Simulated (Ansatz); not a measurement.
`[OH][Al]([Cl])[Cl]` + H₂S → `[SH][Al]([Cl])[Cl]` + H₂O at 298.15 K and 1 bar (ligand exchange at the Al–O bond).

Computed with Ansatz on PBE0-D4/def2-TZVP structures; ΔE is electronic, products minus reactants. CCSD(T)/CBS adds triple-zeta CCSD(T) − MP2 to the extrapolated MP2 energy (def2 sets, frozen cores). This one scheme is used for every species. One conformer a species, not always the lowest.

```
             species  CCSD(T)/CBS energy (Eh)  H − E (kJ/mol)  S (J/(mol·K))
`[OH][Al]([Cl])[Cl]`              -1237.55309            61.8          323.3
                 H₂S               -398.97279            49.9          205.7
`[SH][Al]([Cl])[Cl]`              -1560.13922            52.2          338.6
                 H₂O                -76.37941            66.4          188.7
```

H − E and S are ideal-gas, rigid-rotor, harmonic terms from PBE0-D4/def2-TZVP, for one conformer and one mirror image of each species. 1 Eh = 2625.50 kJ/mol, R = 8.31446 J/(mol·K).

By hand: ΔE, ΔH, ΔS and ΔG.

ΔE = (-1560.13922) + (-76.37941) − (-1237.55309) − (-398.97279) = 0.00725 Eh = 19.0 kJ/mol. Δ(H − E) = 52.2 + 66.4 − 61.8 − 49.9 = 6.9, so ΔH = 25.9 kJ/mol. ΔS = 338.6 + 188.7 − 323.3 − 205.7 = -1.7 J/(mol·K). ΔG = 25.9 − 298.15 × (-1.7)/1000 = 26.4 kJ/mol.

By hand: the equilibrium constant, and the temperature at which ΔG would vanish if ΔH and ΔS stayed fixed.

log₁₀ K = −ΔG/(RT ln 10) = -4.6. ΔH and −TΔS have one sign here, so there is no such temperature. One of them is within its doubt of zero, so this could turn.

The number of gas molecules stays the same, so ΔS is small and ΔH decides. A doubt of 5 kJ/mol in ΔE shifts log₁₀ K by 0.9 here. Other conformers and mirror images would add mixing entropy, several J/(mol·K) or more a flexible species. These are equilibria of isolated gas molecules and say nothing of rates. Largest T1 diagnostic: 0.010 (customary marks: 0.02 for closed shells, 0.045 for open ones).
